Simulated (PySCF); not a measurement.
# Electron correlation in In⁺ (indium, charge +1)

[Kr] 4d10 5s2, closed-shell 1S. Calculation: PySCF 2.14, in cc-pVDZ-PP with ECP28MDF (4s3p2d, 23 functions); a scalar-relativistic core potential. Frozen: 4s2 4p6 4d10; 2 electrons correlated.

Total MP2 correlation energy: -20.70 mhartree.

Same-spin part 0.00 and opposite-spin part -20.70 mhartree; SCS-MP2 scales them by 1/3 and 6/5 to -24.84 mhartree.

With two correlated electrons CCSD is exact within the correlated space (frozen core and kept virtual orbitals).

```json
{"level": "CCSD", "correlation energy (mhartree)": "-31.50"}
```

Diagnostics: T1 = 0.0038, D1 = 0.0054, largest double amplitude 0.099.

Is a single reference adequate?

Mostly. T1 lies below 0.03, but a double amplitude of this size points to a near-degeneracy that CCSD handles and MP2 describes poorly.
